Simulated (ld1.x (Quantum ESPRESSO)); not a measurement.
What one change does to a pseudopotential (Cs, TM semilocal)

- Element: Cs (Z = 55)
- Generator: ld1.x (Quantum ESPRESSO) 7.5
- Type: norm-conserving Troullier–Martins (semilocal form)
- Functional: PW91
- Relativity: scalar-relativistic
- Frozen core: [Kr] 4d10 5s2
- Valence charge: 7
- Reference configuration: 5p6 5d0 6s1 6p0
- Partial waves: 6s (bound): rc 3.85 bohr; 5d (bound, empty): rc 3.75 bohr; 5p (bound): rc 3.20 bohr
- Local potential: the p channel
- Core correction: Bessel-smoothed model core inside 3.20 bohr

Change: wave 6s (bound): rc 3.85 bohr becomes 6s (bound): rc 5.56 bohr.

Cutoffs: the cutoffs (Ry, on a coarse ladder) from which the occupation-weighted sum of valence levels, in a spherical-Bessel basis at the reference potential, stays within 10 and 1 mRy of its value at 400 Ry; they do not see the model core or the augmentation charge, which bear on the density cutoff. Errors are all-electron minus pseudo energies relative to the spin-unpolarised reference configuration.

Question: How do hardness, ghosts and transferability respond?

Answer: The potential gets neither clearly harder nor softer (8 Ry and 15 Ry → 8 Ry and 15 Ry); of the 5 tests that both files solve, the error grows in 1 and shrinks in 2 by more than 15 % and 0.3 meV (median size 1.1 → 0.6 meV); neither file shows a bound ghost at the reference potential, the only one tested. A semilocal file is local in each channel, so a ghost entry of none says nothing of the separable form that plane-wave codes build from it.

| quantity | base | changed |
| --- | --- | --- |
| cutoff, loose | 8 Ry | 8 Ry |
| cutoff, tight | 15 Ry | 15 Ry |
| bound ghosts | none | none |
| tests counted (converged, no solver errors) | 5 of 6 | 5 of 6 |
| error for 5p6 5d0 6s0 6p0, meV [ΔE 3.89 eV] | -1.1 | -6.8 |
| error for 5p6 5d0 6s0.5 6p0, meV [ΔE 1.47 eV] | +0.3 | +0.4 |
| error for 5p5 5d0 6s1 6p0, meV [ΔE 17.92 eV] | -38 | +34 |
| error for 5p6 5d1 6s0 6p0, meV [ΔE 1.66 eV] | -2.6 | -0.6 |
| error for 5p6 5d0.5 6s0.5 6p0, meV [ΔE 0.84 eV] | -0.5 | +0.1 |

Base: Tests not counted: 5p6 5d0 6s0 6p1 (solver errors, printed error -1.2 eV). Changed file: Tests not counted: 5p6 5d0 6s0 6p1 (solver errors, printed error -1.2 eV).
